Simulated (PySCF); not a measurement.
PySCF job for ZrH₂, SMILES [ZrH2] (connectivity only; charge and spin as stated), neutral, multiplicity 3, TDA-PBE/def2-TZVPD. Coordinates come from a PBE-D3(BJ)/def2-TZVPD optimisation. The multiplicity is an assumed one; other spin states were not compared. The def2 effective core potentials stand for the cores of Zr; spin–orbit coupling is left out.

```python
import numpy as np
from pyscf import gto, scf, dft, tdscf

mol = gto.M(
    atom='''
    Zr   -0.00000000   -0.00000000    0.04631102
    H     0.00000000    1.58633277   -0.92622042
    H     0.00000000   -1.58633276   -0.92622043
    ''',
    basis='def2-TZVPD',
    ecp={'Zr': 'def2-tzvp'},
    charge=0,
    spin=2,
    max_memory=1600,
    verbose=4,
)
mf = dft.UKS(mol, xc='pbe').density_fit(auxbasis='def2-universal-jkfit')
mf.grids.level = 3
mf.conv_tol = 1e-9
mf.max_cycle = 100
mf.kernel()
fine, coarse = mf.grids, dft.Grids(mol).set(level=1).build(with_non0tab=True)
for _ in range(3):  # follow internal instabilities
    mf.grids = coarse
    mo, _, stable, _ = mf.stability(return_status=True, nroots=4)
    mf.grids = fine
    if stable:
        break
    mf.kernel(mf.make_rdm1(mo, mf.mo_occ))
mf.grids = dft.Grids(mol).set(level=1).build(with_non0tab=True)  # coarser grid for the response kernel
td = tdscf.TDA(mf)
td.nstates = 10
td.conv_tol = 1e-4
td.positive_eig_threshold = 1e-6
td.kernel(x0=td.get_init_guess(mf, 15))
td.analyze(verbose=3)
```

Program output:

```
PySCF version 2.14.0

[INPUT] verbose = 4
[INPUT] num. atoms = 3
[INPUT] num. electrons = 14
[INPUT] charge = 0
[INPUT] spin (= nelec alpha-beta = 2S) = 2
[INPUT] symmetry False subgroup None
[INPUT] Mole.unit = angstrom
[INPUT] Symbol           X                Y                Z      unit          X                Y                Z       unit  Magmom
[INPUT]  1 Zr     0.000000000000   0.000000000000   0.046311020000 AA    0.000000000000   0.000000000000   0.087515144349 Bohr   0.0
[INPUT]  2 H      0.000000000000   1.586332770000  -0.926220420000 AA    0.000000000000   2.997734477723  -1.750302924780 Bohr   0.0
[INPUT]  3 H      0.000000000000  -1.586332760000  -0.926220430000 AA    0.000000000000  -2.997734458825  -1.750302943677 Bohr   0.0

nuclear repulsion = 6.99225328314558
number of shells = 24
number of NR pGTOs = 82
number of NR cGTOs = 58
basis = def2-TZVPD
ecp = {'Zr': 'def2-tzvp'}


******** <class 'pyscf.df.df_jk.DFUKS'> ********
method = DFUKS
initial guess = minao
damping factor = 0
level_shift factor = 0
DIIS = <class 'pyscf.scf.diis.CDIIS'>
diis_start_cycle = 1
diis_space = 8
diis_damp = 0
SCF conv_tol = 1e-09
SCF conv_tol_grad = None
SCF max_cycles = 100
direct_scf = False
number electrons alpha = 8  beta = 6
XC library pyscf.dft.libxc version 7.1.2
    S. Lehtola, C. Steigemann, M. J. T. Oliveira, and M. A. L. Marques,  SoftwareX 7, 1–5 (2018)
XC functionals = pbe
    J. P. Perdew, K. Burke, and M. Ernzerhof,  Phys. Rev. Lett. 77, 3865 (1996)
    J. P. Perdew, K. Burke, and M. Ernzerhof,  Phys. Rev. Lett. 78, 1396 (1997)
    J. P. Perdew, K. Burke, and M. Ernzerhof,  Phys. Rev. Lett. 77, 3865 (1996)
    J. P. Perdew, K. Burke, and M. Ernzerhof,  Phys. Rev. Lett. 78, 1396 (1997)
radial grids:
    Treutler-Ahlrichs [JCP 102, 346 (1995); DOI:10.1063/1.469408] (M4) radial grids

becke partition: Becke, JCP 88, 2547 (1988); DOI:10.1063/1.454033
pruning grids: <function nwchem_prune>
grids dens level: 3
symmetrized grids: False
atomic radii adjust function: <function treutler_atomic_radii_adjust>
small_rho_cutoff = 0
Set gradient conv threshold to 3.16228e-05
tot grids = 42008
init E= -42.6617505223859
  alpha nocc = 8  HOMO = -0.491110198105654  LUMO = -0.488694426966935
  beta  nocc = 6  HOMO = -0.567013071648665  LUMO = -0.493391052208294

WARN: HOMO -0.491110198105654 >= LUMO -0.493391052208294

cycle= 1 E= -47.3493408154252  delta_E= -4.69  |g|= 1.08  |ddm|= 3.04
  alpha nocc = 8  HOMO = 0.0265622291933685  LUMO = 0.0484395331915692
  beta  nocc = 6  HOMO = -0.1406760187636  LUMO = 0.0310712360178542
  HOMO = 0.0265622291934  LUMO = 0.0310712360179  gap/eV = 0.12270
cycle= 2 E= -46.8150084098301  delta_E= 0.534  |g|= 1.27  |ddm|= 3.16
  alpha nocc = 8  HOMO = -0.177452210852246  LUMO = -0.138854938009751
  beta  nocc = 6  HOMO = -0.278723338149586  LUMO = -0.159867823997288
  HOMO = -0.177452210852  LUMO = -0.159867823997  gap/eV = 0.47850
cycle= 3 E= -48.1098604049262  delta_E= -1.29  |g|= 0.0723  |ddm|= 2.92
  alpha nocc = 8  HOMO = -0.120529192801905  LUMO = -0.0704147309967182
  beta  nocc = 6  HOMO = -0.21137372973099  LUMO = -0.086899257280304
  HOMO = -0.120529192802  LUMO = -0.0868992572803  gap/eV = 0.91512
cycle= 4 E= -48.1121770643757  delta_E= -0.00232  |g|= 0.0623  |ddm|= 0.281
  alpha nocc = 8  HOMO = -0.135385110688533  LUMO = -0.0861193745571585
  beta  nocc = 6  HOMO = -0.230990635441806  LUMO = -0.0962284144405023
  HOMO = -0.135385110689  LUMO = -0.0962284144405  gap/eV = 1.06551
cycle= 5 E= -48.1152561692909  delta_E= -0.00308  |g|= 0.0254  |ddm|= 0.144
  alpha nocc = 8  HOMO = -0.138767061501877  LUMO = -0.0886364228787853
  beta  nocc = 6  HOMO = -0.229876556131036  LUMO = -0.0981024953011663
  HOMO = -0.138767061502  LUMO = -0.0981024953012  gap/eV = 1.10654
cycle= 6 E= -48.1156880210826  delta_E= -0.000432  |g|= 0.00349  |ddm|= 0.0364
  alpha nocc = 8  HOMO = -0.139551123851808  LUMO = -0.0892441657206533
  beta  nocc = 6  HOMO = -0.230758091351042  LUMO = -0.0983432027292996
  HOMO = -0.139551123852  LUMO = -0.0983432027293  gap/eV = 1.12132
cycle= 7 E= -48.1156961817023  delta_E= -8.16e-06  |g|= 0.000663  |ddm|= 0.0073
  alpha nocc = 8  HOMO = -0.139462549957392  LUMO = -0.0891259898963359
  beta  nocc = 6  HOMO = -0.230895920412267  LUMO = -0.0982028317122042
  HOMO = -0.139462549957  LUMO = -0.0982028317122  gap/eV = 1.12273
cycle= 8 E= -48.1156967127141  delta_E= -5.31e-07  |g|= 0.000142  |ddm|= 0.0018
  alpha nocc = 8  HOMO = -0.139446090207224  LUMO = -0.089079797074886
  beta  nocc = 6  HOMO = -0.230862585656209  LUMO = -0.0981626376780566
  HOMO = -0.139446090207  LUMO = -0.0981626376781  gap/eV = 1.12338
cycle= 9 E= -48.1156967506286  delta_E= -3.79e-08  |g|= 6.05e-05  |ddm|= 0.000553
  alpha nocc = 8  HOMO = -0.13943723335165  LUMO = -0.0890683977986395
  beta  nocc = 6  HOMO = -0.230875342418143  LUMO = -0.0981543714093305
  HOMO = -0.139437233352  LUMO = -0.0981543714093  gap/eV = 1.12336
cycle= 10 E= -48.1156967548526  delta_E= -4.22e-09  |g|= 1.26e-05  |ddm|= 0.000169
  alpha nocc = 8  HOMO = -0.139439723863646  LUMO = -0.0890705404470273
  beta  nocc = 6  HOMO = -0.230874231233855  LUMO = -0.0981558699395873
  HOMO = -0.139439723864  LUMO = -0.0981558699396  gap/eV = 1.12339
cycle= 11 E= -48.1156967550186  delta_E= -1.66e-10  |g|= 1.57e-06  |ddm|= 2.74e-05
  alpha nocc = 8  HOMO = -0.139440565437111  LUMO = -0.0890713472974645
  beta  nocc = 6  HOMO = -0.230875158521404  LUMO = -0.0981567775566954
  HOMO = -0.139440565437  LUMO = -0.0981567775567  gap/eV = 1.12339
Extra cycle  E= -48.1156967550193  delta_E= -6.54e-13  |g|= 1.62e-06  |ddm|= 5.48e-06
converged SCF energy = -48.1156967550193  <S^2> = 2.0046746  2S+1 = 3.0031148
tot grids = 13152
uhf_internal: lowest eigs of H = [-0.00603428  0.01795827  0.03658052  0.05285371]
<class 'pyscf.df.df_jk.DFUKS'> wavefunction has an internal instability


******** <class 'pyscf.df.df_jk.DFUKS'> ********
method = DFUKS
initial guess = minao
damping factor = 0
level_shift factor = 0
DIIS = <class 'pyscf.scf.diis.CDIIS'>
diis_start_cycle = 1
diis_space = 8
diis_damp = 0
SCF conv_tol = 1e-09
SCF conv_tol_grad = None
SCF max_cycles = 100
direct_scf = False
number electrons alpha = 8  beta = 6
XC library pyscf.dft.libxc version 7.1.2
    S. Lehtola, C. Steigemann, M. J. T. Oliveira, and M. A. L. Marques,  SoftwareX 7, 1–5 (2018)
XC functionals = pbe
    J. P. Perdew, K. Burke, and M. Ernzerhof,  Phys. Rev. Lett. 77, 3865 (1996)
    J. P. Perdew, K. Burke, and M. Ernzerhof,  Phys. Rev. Lett. 78, 1396 (1997)
    J. P. Perdew, K. Burke, and M. Ernzerhof,  Phys. Rev. Lett. 77, 3865 (1996)
    J. P. Perdew, K. Burke, and M. Ernzerhof,  Phys. Rev. Lett. 78, 1396 (1997)
radial grids:
    Treutler-Ahlrichs [JCP 102, 346 (1995); DOI:10.1063/1.469408] (M4) radial grids

becke partition: Becke, JCP 88, 2547 (1988); DOI:10.1063/1.454033
pruning grids: <function nwchem_prune>
grids dens level: 3
symmetrized grids: False
atomic radii adjust function: <function treutler_atomic_radii_adjust>
small_rho_cutoff = 0
Set gradient conv threshold to 3.16228e-05
init E= -48.1169264133581
  alpha nocc = 8  HOMO = -0.140997108361837  LUMO = -0.0856174772074842
  beta  nocc = 6  HOMO = -0.231924212374055  LUMO = -0.0953358372071715
  HOMO = -0.140997108362  LUMO = -0.0953358372072  gap/eV = 1.24251
cycle= 1 E= -48.1176592930981  delta_E= -0.000733  |g|= 0.00688  |ddm|= 0.0511
  alpha nocc = 8  HOMO = -0.141971324773274  LUMO = -0.0876530170587233
  beta  nocc = 6  HOMO = -0.232660737196706  LUMO = -0.0964285041727915
  HOMO = -0.141971324773  LUMO = -0.0964285041728  gap/eV = 1.23928
cycle= 2 E= -48.1177746142116  delta_E= -0.000115  |g|= 0.00764  |ddm|= 0.0494
  alpha nocc = 8  HOMO = -0.140835123683053  LUMO = -0.0861187384874325
  beta  nocc = 6  HOMO = -0.231837369867048  LUMO = -0.095438016656854
  HOMO = -0.140835123683  LUMO = -0.0954380166569  gap/eV = 1.23532
cycle= 3 E= -48.1178497196781  delta_E= -7.51e-05  |g|= 0.00277  |ddm|= 0.0211
  alpha nocc = 8  HOMO = -0.141223858042841  LUMO = -0.0863711045325235
  beta  nocc = 6  HOMO = -0.232085939919636  LUMO = -0.0956498611517616
  HOMO = -0.141223858043  LUMO = -0.0956498611518  gap/eV = 1.24013
cycle= 4 E= -48.1178907961212  delta_E= -4.11e-05  |g|= 0.00222  |ddm|= 0.015
  alpha nocc = 8  HOMO = -0.141154412987837  LUMO = -0.0861841264507035
  beta  nocc = 6  HOMO = -0.232129915878284  LUMO = -0.0954686242715073
  HOMO = -0.141154412988  LUMO = -0.0954686242715  gap/eV = 1.24317
cycle= 5 E= -48.1179405688311  delta_E= -4.98e-05  |g|= 0.00216  |ddm|= 0.0194
  alpha nocc = 8  HOMO = -0.142058846474238  LUMO = -0.0861390510384885
  beta  nocc = 6  HOMO = -0.232264517273449  LUMO = -0.0952185646537544
  HOMO = -0.142058846474  LUMO = -0.0952185646538  gap/eV = 1.27459
cycle= 6 E= -48.1182019174828  delta_E= -0.000261  |g|= 0.00177  |ddm|= 0.121
  alpha nocc = 8  HOMO = -0.141731110052683  LUMO = -0.086063361455319
  beta  nocc = 6  HOMO = -0.232273825004732  LUMO = -0.0951231031169806
  HOMO = -0.141731110053  LUMO = -0.095123103117  gap/eV = 1.26827
cycle= 7 E= -48.1181954916381  delta_E= 6.43e-06  |g|= 0.00144  |ddm|= 0.00495
  alpha nocc = 8  HOMO = -0.143188880842157  LUMO = -0.0862821506753935
  beta  nocc = 6  HOMO = -0.232513945960475  LUMO = -0.0951644146340118
  HOMO = -0.143188880842  LUMO = -0.095164414634  gap/eV = 1.30681
cycle= 8 E= -48.1183720808391  delta_E= -0.000177  |g|= 0.00322  |ddm|= 0.148
  alpha nocc = 8  HOMO = -0.141467902939468  LUMO = -0.0857123893802993
  beta  nocc = 6  HOMO = -0.232348645924135  LUMO = -0.0947711013848904
  HOMO = -0.141467902939  LUMO = -0.0947711013849  gap/eV = 1.27068
cycle= 9 E= -48.118349281561  delta_E= 2.28e-05  |g|= 0.00131  |ddm|= 0.0391
  alpha nocc = 8  HOMO = -0.142707017019278  LUMO = -0.086102063335062
  beta  nocc = 6  HOMO = -0.232525798091469  LUMO = -0.0949406932507679
  HOMO = -0.142707017019  LUMO = -0.0949406932508  gap/eV = 1.29979
cycle= 10 E= -48.1184067107653  delta_E= -5.74e-05  |g|= 0.00178  |ddm|= 0.103
  alpha nocc = 8  HOMO = -0.142119064653529  LUMO = -0.0858829576137248
  beta  nocc = 6  HOMO = -0.23248071155032  LUMO = -0.0947999166709264
  HOMO = -0.142119064654  LUMO = -0.0947999166709  gap/eV = 1.28762
cycle= 11 E= -48.1184087143881  delta_E= -2e-06  |g|= 0.000467  |ddm|= 0.00576
  alpha nocc = 8  HOMO = -0.142026899654258  LUMO = -0.0858403515185031
  beta  nocc = 6  HOMO = -0.232482857366192  LUMO = -0.0947894629687747
  HOMO = -0.142026899654  LUMO = -0.0947894629688  gap/eV = 1.28540
cycle= 12 E= -48.118411345965  delta_E= -2.63e-06  |g|= 0.000183  |ddm|= 0.0199
  alpha nocc = 8  HOMO = -0.141867924290751  LUMO = -0.0857627353169457
  beta  nocc = 6  HOMO = -0.232462728955015  LUMO = -0.0947485807520676
  HOMO = -0.141867924291  LUMO = -0.0947485807521  gap/eV = 1.28218
cycle= 13 E= -48.1184114720278  delta_E= -1.26e-07  |g|= 0.000154  |ddm|= 0.00374
  alpha nocc = 8  HOMO = -0.141944325352236  LUMO = -0.0857957842855399
  beta  nocc = 6  HOMO = -0.23247113676088  LUMO = -0.0947685900159581
  HOMO = -0.141944325352  LUMO = -0.094768590016  gap/eV = 1.28372
cycle= 14 E= -48.11841150823  delta_E= -3.62e-08  |g|= 2.28e-05  |ddm|= 0.00342
  alpha nocc = 8  HOMO = -0.141934847465687  LUMO = -0.0857917106418824
  beta  nocc = 6  HOMO = -0.232471482515599  LUMO = -0.0947668306941234
  HOMO = -0.141934847466  LUMO = -0.0947668306941  gap/eV = 1.28351
cycle= 15 E= -48.1184115128519  delta_E= -4.62e-09  |g|= 4.39e-06  |ddm|= 0.000728
  alpha nocc = 8  HOMO = -0.141934295390516  LUMO = -0.0857912962757204
  beta  nocc = 6  HOMO = -0.232471550635152  LUMO = -0.0947668031736997
  HOMO = -0.141934295391  LUMO = -0.0947668031737  gap/eV = 1.28349
cycle= 16 E= -48.1184115133577  delta_E= -5.06e-10  |g|= 2.89e-06  |ddm|= 0.000281
  alpha nocc = 8  HOMO = -0.141935427876244  LUMO = -0.0857917348098447
  beta  nocc = 6  HOMO = -0.23247143443577  LUMO = -0.0947676755550582
  HOMO = -0.141935427876  LUMO = -0.0947676755551  gap/eV = 1.28350
Extra cycle  E= -48.118411513361  delta_E= -3.3e-12  |g|= 3.34e-06  |ddm|= 1.25e-05
converged SCF energy = -48.118411513361  <S^2> = 2.0056164  2S+1 = 3.0037419
uhf_internal: lowest eigs of H = [0.00486625 0.03435059 0.04075012 0.06381965]
<class 'pyscf.df.df_jk.DFUKS'> wavefunction is stable in the internal stability analysis
tot grids = 13152
Overwritten attributes  positive_eig_threshold  of <class 'pyscf.tdscf.uks.TDA'>


******** <class 'pyscf.tdscf.uks.TDA'> for <class 'pyscf.df.df_jk.DFUKS'> ********
nstates = 10
deg_eia_thresh = 1.000e-03
wfnsym = None
conv_tol = 0.0001
eigh lindep = 1e-12
eigh level_shift = 0
eigh max_cycle = 100


Excitation energies (eV)
[0.38244226 0.64846583 0.84132021 0.9743722  1.44104116 1.76029884
 1.84584535 2.23218741 2.4956636  2.85252041]

** Excitation energies and oscillator strengths **
Excited State   1:      0.38244 eV   3241.91 nm  f=0.0000
Excited State   2:      0.64847 eV   1911.96 nm  f=0.0001
Excited State   3:      0.84132 eV   1473.69 nm  f=0.0000
Excited State   4:      0.97437 eV   1272.45 nm  f=0.0022
Excited State   5:      1.44104 eV    860.38 nm  f=0.0000
Excited State   6:      1.76030 eV    704.34 nm  f=0.0076
Excited State   7:      1.84585 eV    671.69 nm  f=0.0081
Excited State   8:      2.23219 eV    555.44 nm  f=0.0003
Excited State   9:      2.49566 eV    496.80 nm  f=0.1381
Excited State  10:      2.85252 eV    434.65 nm  f=0.2140
```

Self-consistency was reached.
